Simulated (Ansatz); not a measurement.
Compare A (`[NH2][Al]([F])[NH][SiH3]`) with its isomer B (`N[SiH2][NH][AlH][F]`).

Computed with Ansatz on PBE0-D4/def2-TZVP structures; ΔE is electronic, products minus reactants. CCSD(T)/CBS adds triple-zeta CCSD(T) − MP2 to the extrapolated MP2 energy (def2 sets, frozen cores). DFT in def2-TZVPP. B3LYP here is the variant with VWN-RPA as its local correlation; programs differ in this. Each species was taken in one conformer, which may not be the lowest.

(1) Which is lower in electronic energy at CCSD(T)/CBS, and by how much? (Best estimate.)

(2) Give E(B) − E(A) in kcal/mol with PBE-D4, r2SCAN-D4, B3LYP, ωB97M-V, B2PLYP, B3LYP-D4, HF/def2-TZVPP. (Estimate.)

Largest T1 diagnostic: 0.011.

Answers

(1) The calculation gave: A, by 6.7 kcal/mol.

(2) Computed: PBE-D4 6.1, r2SCAN-D4 6.8, B3LYP 6.7, ωB97M-V 6.0, B2PLYP 6.7, B3LYP-D4 6.7, HF/def2-TZVPP 6.6. None reverses the order clearly.
